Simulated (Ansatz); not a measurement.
Input and output for In10As10H28.

```yaml
crystal:
  periodic: [false, false, false]
  atoms:
    - {symbol: In, position_ang: [-4.753960, 1.985951, -0.416474]}
    - {symbol: In, position_ang: [-2.065532, -3.458105, 3.453608]}
    - {symbol: In, position_ang: [1.703571, -4.022223, -0.083277]}
    - {symbol: In, position_ang: [-1.448664, 2.488358, -3.496355]}
    - {symbol: In, position_ang: [2.089670, -0.810057, -3.368480]}
    - {symbol: In, position_ang: [-0.974697, -0.556128, -0.371974]}
    - {symbol: In, position_ang: [-1.153667, 1.976411, 3.120619]}
    - {symbol: In, position_ang: [2.085169, -0.671290, 2.624872]}
    - {symbol: In, position_ang: [2.057554, 2.432208, -0.151980]}
    - {symbol: In, position_ang: [5.251240, -0.803481, -0.455298]}
    - {symbol: As, position_ang: [-2.611984, -1.948513, 1.234613]}
    - {symbol: As, position_ang: [-2.684383, 0.897608, -1.804178]}
    - {symbol: As, position_ang: [-3.140332, 2.982519, 1.524634]}
    - {symbol: As, position_ang: [0.526477, -2.204499, -1.757367]}
    - {symbol: As, position_ang: [0.396767, -2.407012, 3.878268]}
    - {symbol: As, position_ang: [3.389722, -2.195239, 0.926368]}
    - {symbol: As, position_ang: [0.311545, 0.820666, -4.649964]}
    - {symbol: As, position_ang: [0.295270, 3.680551, -1.845141]}
    - {symbol: As, position_ang: [3.401362, 0.764945, -1.717721]}
    - {symbol: As, position_ang: [0.447771, 0.915125, 1.249990]}
    - {symbol: H, position_ang: [-5.349585, 3.314035, -1.341762]}
    - {symbol: H, position_ang: [-5.626135, 0.674711, 0.287897]}
    - {symbol: H, position_ang: [-3.098747, -2.821994, 4.675874]}
    - {symbol: H, position_ang: [-1.869223, -5.060078, 2.864014]}
    - {symbol: H, position_ang: [2.509574, -5.192232, -1.058972]}
    - {symbol: H, position_ang: [0.474759, -4.301167, 1.112710]}
    - {symbol: H, position_ang: [-2.295247, 3.521776, -4.583685]}
    - {symbol: H, position_ang: [2.975396, -1.648413, -4.588167]}
    - {symbol: H, position_ang: [-1.879418, 0.602931, 3.892581]}
    - {symbol: H, position_ang: [-0.413123, 3.348321, 3.857325]}
    - {symbol: H, position_ang: [2.940850, 0.189411, 3.859683]}
    - {symbol: H, position_ang: [2.995589, 3.669292, 0.598585]}
    - {symbol: H, position_ang: [5.894290, -1.816693, -1.696513]}
    - {symbol: H, position_ang: [6.095362, 0.200298, 0.664770]}
    - {symbol: H, position_ang: [-3.511858, -2.722454, 0.293227]}
    - {symbol: H, position_ang: [-3.637265, -0.900135, 1.609923]}
    - {symbol: H, position_ang: [-3.287856, -0.128078, -2.745072]}
    - {symbol: H, position_ang: [-4.090828, 3.701650, 2.461832]}
    - {symbol: H, position_ang: [-2.565282, 4.248230, 0.920313]}
    - {symbol: H, position_ang: [-0.457689, -2.888525, -2.686346]}
    - {symbol: H, position_ang: [1.281229, -3.601021, 4.165786]}
    - {symbol: H, position_ang: [0.353070, -1.899460, 5.304456]}
    - {symbol: H, position_ang: [4.225200, -3.000194, 1.905093]}
    - {symbol: H, position_ang: [-0.498952, -0.016702, -5.616296]}
    - {symbol: H, position_ang: [1.054303, 1.612437, -5.706252]}
    - {symbol: H, position_ang: [1.008788, 4.734054, -2.665868]}
    - {symbol: H, position_ang: [-0.531035, 4.647173, -1.024225]}
    - {symbol: H, position_ang: [4.180941, 1.665012, -2.655686]}
basis:
  gaussian: {orbitals: def2-SVPD, fitting: {mean_field: def2-universal-jkfit}, nuclear_model: gaussian}
hamiltonian: {xc: {name: wB97}}
scf: {omitted_lower_state_checks: [starts]}
output: {forces: true}
```

```sh
$ ansatz run in.yaml --threads 11 --pin off --events-out ev --progress --plain --max-ram 174080MiB --backend cuda --devices 0, --max-vram 75GiB
```

Output, abridged:

```
Functional definition: wB97
5344 factors; integrals over basis functions are off by at most 3.5e-1 eV
5344 factors; integrals over basis functions are off by at most 1.0e-4 eV
mean field evaluation 1: about -660586.1537 eV, gradient 4.2e1 eV
mean field evaluation 2: about -660590.8652 eV, gradient 2.3e1 eV
mean field evaluation 4: about -660591.8515 eV, gradient 2.4e0 eV
mean field evaluation 8: about -660591.8343 eV, gradient 3.1e-1 eV
mean field evaluation 16: about -660591.8346 eV, gradient 1.3e-4 eV
mean field -660591.83462736 eV, -24276.3021573280 hartree, gradient 6.1e-5 eV, S^2 0.000000; 0 other end points of the search recorded, 0 dependent functions left out
reference -660591.83458321 eV, -24276.3021557053 hartree; 284, 284 occupied and 640, 640 virtual orbitals, 5344 factors
Total energy: -660591.83458321 eV, -24276.3021557053 hartree
Atom 0 force     0.149799    -0.025140     0.031511 eV/Å
Atom 1 force     0.091822     0.117983    -0.060910 eV/Å
Atom 2 force     0.065474     0.131768    -0.049649 eV/Å
Atom 3 force     0.077778    -0.079074     0.102974 eV/Å
Atom 4 force    -0.033532     0.022296     0.087667 eV/Å
Atom 5 force    -0.038262    -0.030648     0.079946 eV/Å
Atom 6 force     0.051065     0.006518    -0.165526 eV/Å
Atom 7 force    -0.089424    -0.018169    -0.065493 eV/Å
Atom 8 force    -0.053803    -0.077092    -0.013465 eV/Å
Atom 9 force    -0.159141    -0.014556    -0.004295 eV/Å
Atom 10 force    -0.179805     0.069000    -0.162818 eV/Å
Atom 11 force     0.004833    -0.101411    -0.147338 eV/Å
Atom 12 force    -0.114408     0.245323     0.096129 eV/Å
Atom 13 force    -0.143915     0.034937    -0.141600 eV/Å
Atom 14 force     0.095748    -0.063357     0.201018 eV/Å
Atom 15 force     0.089142    -0.074026     0.239666 eV/Å
Atom 16 force    -0.058040     0.022495    -0.265910 eV/Å
Atom 17 force    -0.037065     0.259365    -0.054482 eV/Å
Atom 18 force     0.086627     0.088083    -0.123315 eV/Å
Atom 19 force     0.087109    -0.015948     0.006459 eV/Å
Atom 20 force     0.012579    -0.096533     0.065545 eV/Å
Atom 21 force     0.030231     0.071645    -0.049643 eV/Å
Atom 22 force     0.060218    -0.071895    -0.075731 eV/Å
Atom 23 force    -0.023590     0.081209     0.059620 eV/Å
Atom 24 force    -0.078073     0.058405     0.093505 eV/Å
Atom 25 force     0.047542    -0.003013    -0.036239 eV/Å
Atom 26 force     0.078276    -0.101424     0.107634 eV/Å
Atom 27 force    -0.069874     0.074854     0.107133 eV/Å
Atom 28 force     0.032918     0.021759    -0.002905 eV/Å
Atom 29 force    -0.073354    -0.108442    -0.016491 eV/Å
Atom 30 force    -0.050700    -0.079300    -0.104914 eV/Å
Atom 31 force    -0.071416    -0.098201    -0.063372 eV/Å
Atom 32 force    -0.000513     0.068199     0.076552 eV/Å
Atom 33 force    -0.021131    -0.066158    -0.065587 eV/Å
Atom 34 force     0.119462     0.056487     0.083606 eV/Å
Atom 35 force     0.090442    -0.060597    -0.010023 eV/Å
Atom 36 force     0.064838     0.094173     0.098154 eV/Å
Atom 37 force     0.094481    -0.100729    -0.088437 eV/Å
Atom 38 force    -0.005615    -0.120639     0.013276 eV/Å
Atom 39 force     0.097368     0.075972     0.103382 eV/Å
Atom 40 force    -0.066983     0.080037    -0.054863 eV/Å
Atom 41 force    -0.010888    -0.014003    -0.132692 eV/Å
Atom 42 force    -0.086677     0.070802    -0.101795 eV/Å
Atom 43 force     0.072010     0.052319     0.130824 eV/Å
Atom 44 force    -0.055844    -0.064190     0.143327 eV/Å
Atom 45 force    -0.049264    -0.133630     0.071598 eV/Å
Atom 46 force     0.053419    -0.110715    -0.031548 eV/Å
Atom 47 force    -0.081861    -0.074737     0.089513 eV/Å
Dipole moment:    -0.603039     0.496921    -0.887786 e Å
Checks for a lower state left out: starts
```

Run time 21 s (11 threads of AMD EPYC 7R13 on a shared host and a whole NVIDIA H100 80GB HBM3), peak host memory 6.4 GiB.

In the def2 sets In takes a core potential; there is no spin–orbit coupling.
